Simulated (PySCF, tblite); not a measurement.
Isomers of C6H11As. Calculated harmonic vibrations of the isolated species, GFN2-xTB (tblite), most abundant isotopes, no scaling. The method is semi-empirical: single wavenumbers can be off by several per cent or more. Modes of hydrogen on arsenic can be 10 to 20 % off. One conformer each.

Electronic energies: PBE0-D3(BJ)/def2-SVP at its own geometries (PySCF, gas phase).

```csv
SMILES,"electronic energy, lowest = 0 (kcal/mol)"
CC#CC[As](C)C,8.4
C#CC[As](C)CC,16.2
C#CCC[As](C)C,17.3
C#CC[AsH]CCC,18.3
C=CC(=C)C[AsH]C,0.0
```

Task: How do GFN2-xTB zero-point energies change the relative energies?

Result: 
```json
{"SMILES": "C=CC(=C)C[AsH]C", "ZPE (kcal/mol)": "90.4", "of it from modes above 1550 cm⁻¹": "50.7", "electronic (kcal/mol)": "0.0", "with ZPE, lowest = 0 (kcal/mol)": "0.0", "lowest mode (cm⁻¹)": "30", "rings": "0"}
{"SMILES": "CC#CC[As](C)C", "ZPE (kcal/mol)": "90.7", "of it from modes above 1550 cm⁻¹": "50.2", "electronic (kcal/mol)": "8.4", "with ZPE, lowest = 0 (kcal/mol)": "8.7", "lowest mode (cm⁻¹)": "21", "rings": "0"}
{"SMILES": "C#CC[As](C)CC", "ZPE (kcal/mol)": "91.1", "of it from modes above 1550 cm⁻¹": "50.5", "electronic (kcal/mol)": "16.2", "with ZPE, lowest = 0 (kcal/mol)": "16.8", "lowest mode (cm⁻¹)": "44", "rings": "0"}
{"SMILES": "C#CCC[As](C)C", "ZPE (kcal/mol)": "90.9", "of it from modes above 1550 cm⁻¹": "50.5", "electronic (kcal/mol)": "17.3", "with ZPE, lowest = 0 (kcal/mol)": "17.7", "lowest mode (cm⁻¹)": "53", "rings": "0"}
{"SMILES": "C#CC[AsH]CCC", "ZPE (kcal/mol)": "90.9", "of it from modes above 1550 cm⁻¹": "48.9", "electronic (kcal/mol)": "18.3", "with ZPE, lowest = 0 (kcal/mol)": "18.7", "lowest mode (cm⁻¹)": "31", "rings": "0"}
```

The zero-point energies span 0.7 kcal/mol, from `C=CC(=C)C[AsH]C` to `C#CC[As](C)CC`. The order is unchanged.

Task: And how do the electronic energies of GFN2-xTB itself compare?

Result: `C=CC(=C)C[AsH]C` 0.0; `CC#CC[As](C)C` 4.6; `C#CC[As](C)CC` 12.9; `C#CCC[As](C)C` 12.3; `C#CC[AsH]CCC` 9.6 kcal/mol, lowest = 0. Against the energies above, taken from the same isomer `C=CC(=C)C[AsH]C`, the largest difference is 8.7 kcal/mol. The two levels were optimised apart and needn't hold the same conformer.

Task: What do entropy and thermal enthalpy add at 298.15 K and 1 bar (rigid rotor, harmonic oscillator, one conformer each)?

Result: 
| SMILES | point group | symmetry number | S (cal/(mol K)) | H − H(0) (kcal/mol) | ZPE + H − H(0) − TS (kcal/mol) |
| --- | --- | --- | --- | --- | --- |
| C=CC(=C)C[AsH]C | C1 | 1 | 98.0 | 6.67 | 67.9 |
| C#CC[As](C)CC | C1 | 1 | 102.9 | 7.40 | 67.8 |
| C#CCC[As](C)C | C1 | 1 | 103.0 | 7.39 | 67.6 |
| C#CC[AsH]CCC | C1 | 1 | 101.1 | 6.97 | 67.7 |

Not tabulated: `CC#CC[As](C)C` (lowest mode only 21 cm⁻¹).
